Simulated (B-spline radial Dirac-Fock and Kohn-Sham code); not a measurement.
# Er²⁺: non-radiative channels of the N3 vacancy

System: erbium as Er²⁺ in the configuration [Xe] 4f12.

The computed values come from a radial finite-basis atomic code: independent-particle radiative and Coulomb Auger rates from relativistic LDA hole-state orbitals, with Dirac-Fock energies. Kinetic energies are configuration averages from the vacuum level; the two-hole energies are estimated from single-hole states.

| transition | kinetic energy (eV) | width (meV) | share (%) |
| --- | --- | --- | --- |
| N3-N5O1 | 58.90 | 635 | 7.0 |
| N3-N4O3 | 83.96 | 325 | 3.6 |
| N3-N5O2 | 85.76 | 592 | 6.5 |
| N3-N5O3 | 91.79 | 853 | 9.4 |
| N3-N4N7 | 102.0 | 519 | 5.7 |
| N3-N5N6 | 108.6 | 2320 | 25.5 |
| N3-N5N7 | 110.6 | 2430 | 26.7 |
| N3-N6O3 | 262.3 | 230 | 2.5 |
| N3-N7O3 | 263.5 | 278 | 3.1 |
| N3-N6N7 | 281.0 | 186 | 2.0 |

Coster-Kronig rates are the weakest part of this model and often come out 1.5 to 2.5 times too large. Super-Coster-Kronig decay this fast strains the one-particle picture, and such widths tend to come out too large. The listed channels hold 92 % of the non-radiative rate. Summed by principal shells, of 9.11 eV in all: NNN 62.8 %, NNO 36.4 %, NOO 0.8 %.
